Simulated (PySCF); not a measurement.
Mo(NH)(F)3(Cl) (ClF₃HMoN), SMILES [Cl][Mo]([F])([F])([F])=[NH], multiplicity 1.

Geometry optimised at B3LYP-D3(BJ)/def2-SVP. The spin state was assumed, not searched. The structure was generated by enumeration; whether it is a known compound was not checked. The def2 effective core potentials stand for the cores of Mo; spin–orbit coupling is left out.

Method: M06-2X/def2-TZVP in PySCF.

Isolated molecule, no solvent.

| Item | Result |
|---|---|
| total energy | -883.36083 hartree |
| point group | Cs |
| highest occupied level | -10.87 eV |
| lowest empty level | -3.69 eV |
| orbital gap | 7.18 eV |
| dipole moment | 3.61 D |
| quadrupole, principal values (traceless, Buckingham form, about the centre of nuclear charge) | -10.00, -8.02, 18.01 D·Å |
| mean static polarisability | 59.7 bohr³ (8.84 Å³) |
| polarisability, principal values | 49.6, 56.3, 73.2 bohr³ |
